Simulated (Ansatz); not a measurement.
The same atomization along the group C, Si, Ge.

Program: Ansatz. Geometries: PBE0-D4/def2-TZVP. ΔE: electronic, gas phase. CBS: MP2 limit from def2 TZ/QZ plus the TZ coupled-cluster correction, frozen cores. This one scheme is used for every species, atoms too. For atomizations the MP2-based limit and the directly extrapolated one differ by several kJ/mol either way, and by 10 to 25 for some Ge, Se and Sn compounds, so smaller differences from it don't rank the levels. Functionals use def2-TZVPP. No spin–orbit coupling; open shells (•) take unrestricted orbitals. Spin–orbit coupling would lower the free atoms: a little for C, O, Si; clearly for Ga, Ge. Bonds to Ga, Ge are less sure, by a few kJ/mol each and by 10 to 20 or more in all where they break to atoms, as the def2 sets lack core-valence functions. Scalar relativity is left out up to krypton.

```tsv
reaction	revPBE-D4 (kJ/mol)	ωB97M-V (kJ/mol)	B97M-V (kJ/mol)
`C[O][GaH2]` → Ga• + C• + 5 H• + O•	2529	2566	2581
`[SiH3][O][GaH2]` → Ga• + Si• + 5 H• + O•	2291	2370	2390
`[GaH2][O][GeH3]` → Ga• + Ge• + 5 H• + O•	2110	2171	2221
```

Give the CCSD(T)/CBS values in the same order. (Best estimate.)

Ansatz gave: 2579, 2390, 2208 kJ/mol.

Largest T1 diagnostic: 0.015, for `C[O][GaH2]`.
